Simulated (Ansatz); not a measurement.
C2H9GaS (`C[S+](C)[GaH3-]`), relaxed with RKS PBE0-D4/def2-TZVP in Ansatz from a PBE-D4/def2-SVP geometry. The force threshold is 0.005 eV/Å; the program also tests the step.

Total charge 0; spin multiplicity 1.

Start:

```xyz
13

C     0.815    1.411   -0.543
S    -0.197    0.603    0.736
C    -1.691    0.203   -0.224
Ga    0.925   -1.682    0.894
H     0.327    2.350   -0.870
H     0.984    0.730   -1.399
H     1.788    1.644   -0.074
H    -1.441   -0.438   -1.091
H    -2.189    1.138   -0.548
H    -2.361   -0.357    0.454
H    -0.267   -2.504    0.232
H     2.172   -1.323   -0.029
H     1.137   -1.774    2.461
```

Question: How much energy does the relaxation release, and in how many steps? (An estimate is asked.)

Answer: The calculation gave: 9.56 kJ/mol, in 26 steps, 4 of them rejected.

Question: Which bonds change most? (Best estimate.)

Answer: Ansatz gave: S2–Ga4 from 2.550 to 2.483 Å; C1–S2 from 1.820 to 1.794 Å; S2–C3 from 1.820 to 1.794 Å; C3–H9 from 1.108 to 1.090 Å.

Question: Give the relaxed structure. (Best estimate.)

Answer: The calculation gave: 
```xyz
13

C     0.740    1.275   -0.811
S    -0.031    0.684    0.698
C    -1.661    0.254    0.085
Ga    0.989   -1.575    0.852
H     0.242    2.183   -1.152
H     0.704    0.499   -1.576
H     1.779    1.497   -0.571
H    -1.576   -0.472   -0.724
H    -2.182    1.151   -0.249
H    -2.206   -0.194    0.916
H     0.613   -1.996   -0.631
H     2.480   -1.148    1.138
H     0.110   -2.157    2.025
```
